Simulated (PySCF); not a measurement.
**Electron correlation in Mn²⁺ (manganese, charge +2)**

Starting occupation: [Ar] 3d4 4s1, 3d5/2 with m_j = -1/2, +1/2, +3/2, +5/2, 4s1/2 with m_j = +1/2. Computed with PySCF 2.14 in x2c-SVPall-2c with one added diffuse shell each of s, d type (6s5p4d1f, 48 functions), with X2C-1e with screened-nucleus spin-orbit coupling, Gaussian nucleus. Frozen: [Ne]; 13 electrons correlated; the 6 highest virtual spinors left out.

MP2 pair energies summed by pair of shells (mhartree):

| pair | energy | share (%) |
| --- | --- | --- |
| 3d-3p | -77.53 | 38.5 |
| 3p-3p | -73.42 | 36.5 |
| 3d-3d | -20.84 | 10.4 |
| 3p-3s | -10.39 | 5.2 |
| 3p-4s | -6.91 | 3.4 |
| 3d-3s | -5.16 | 2.6 |
| 3d-4s | -4.02 | 2.0 |
| 3s-3s | -2.57 | 1.3 |
| 3s-4s | -0.52 | 0.3 |

Total MP2 correlation energy: -201.36 mhartree.

The GHF reference relaxed away from the jj start to a determinant that is no pure jj level (⟨S²⟩ = 8.75, ⟨J²⟩ = 24.75); the energies belong to that determinant.

This basis was not built for core-valence correlation, so the inner-shell part is incomplete.
